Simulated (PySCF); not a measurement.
BrClH2Si. Atoms are numbered in the order given.

```xyz
5

Si     0.8518     0.6226     0.0000
Cl    -0.5082     2.1655     0.0000
Br    -0.1893    -1.3418     0.0000
H      1.6693     0.7168    -1.2371
H      1.6693     0.7168     1.2371
```
Charge 0, spin multiplicity 1.

Geometry: PBE-D3(BJ)/def2-TZVP.

The numbers are results of KT2/pcSseg-2 (PySCF), not measurements.

GIAO shieldings, no solvent; atoms alike by connectivity are averaged. δ = σ(ref) − σ: ²⁹Si against TMS (σ = 351.7 ppm); ³⁵Cl against HCl (σ = 945.0 ppm); ¹H against TMS (σ = 31.47 ppm), references at their B3LYP-D3(BJ)/def2-TZVP geometries, non-relativistic (without spin–orbit terms, shifts of atoms bonded to Cl or Br come out too high).

```
nucleus   atoms  count  δ (ppm)
-------  ------  -----  -------
²⁹Si        Si1      1      6.3
³⁵Cl        Cl2      1     73.2
¹H       H4, H5      2     6.57
```
